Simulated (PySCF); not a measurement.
Compound: CrS2Cl2 (singlet state).
Geometry (PBE0-D3(BJ)/def2-SVP, Å), atoms numbered from 1 in this order:
```
atom  x, y, z in Å
Cr1    0.009    0.000    0.012
S2     0.021   -0.034    1.961
S3     1.851    0.012   -0.619
Cl4   -0.945    1.759   -0.645
Cl5   -0.936   -1.738   -0.708
```

Method: PBE0-D3(BJ)/def2-SVP geometry optimisation, gas phase in PySCF 2.14.0.

Q: Which atoms are bound to Cr1, and at what distances?

A: 4 atoms: S3 1.947 Å, S2 1.950 Å, Cl5 2.106 Å, Cl4 2.106 Å.

Q: List the angles at Cr1.

A: 
```tsv
angle	degrees	distance of the outer atoms (Å)
Cl4–Cr1–Cl5	112.3	3.50
S2–Cr1–Cl5	109.3	3.31
S2–Cr1–Cl4	109.2	3.31
S3–Cr1–Cl4	108.8	3.30
S3–Cr1–Cl5	108.6	3.29
S2–Cr1–S3	108.6	3.16
```

Q: What is the shape at Cr1?

A: Tetrahedral: angles from 108.6° to 112.3°; τ4 = (360° − α − β)/141° = 0.98 with α and β the two widest (0 for a square, 1 for a tetrahedron). Differences among atoms that C2v makes equivalent are scatter left by the optimiser.

Q: What are the rotational constants (commonest isotopes, rigid rotor)?

A: A = 1493, B = 1351, C = 1287 MHz: an asymmetric top.

Point group: C2v (tolerance 0.08 Å). Charge 0, singlet. No frequency check.
